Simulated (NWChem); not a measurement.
Molecule: SiNH2Cl, singlet; SMILES N[Si]Cl

Program: NWChem. Low-valent species are run as closed-shell singlets; no triplet was tried in these runs. Structure relaxed at the PBE0/def2-SVP level. One conformer.

Diagonal of the polarisability tensor at B3LYP/def2-SVPD, static: 53.59, 66.29, 43.17 bohr³.

### Question
Find the mean polarisability volume, the molar refraction, and the refractive index that an ideal gas of it would have at 273.15 K and 1 atm.

### Answer

1. Mean: one third of the trace = 54.35 bohr³ × 0.14818 Å³/bohr³ = 8.05 Å³.
2. Molar refraction (Lorentz-Lorenz): (4π/3) N_A α = 20.3 cm³/mol.
3. Number density p/kT = 2.687 × 10⁻⁵ Å⁻³; n − 1 = 2π N α = 13.60 × 10⁻⁴.
4. These hold the electronic response alone: vibrational and orientational terms add to the static dielectric constant.
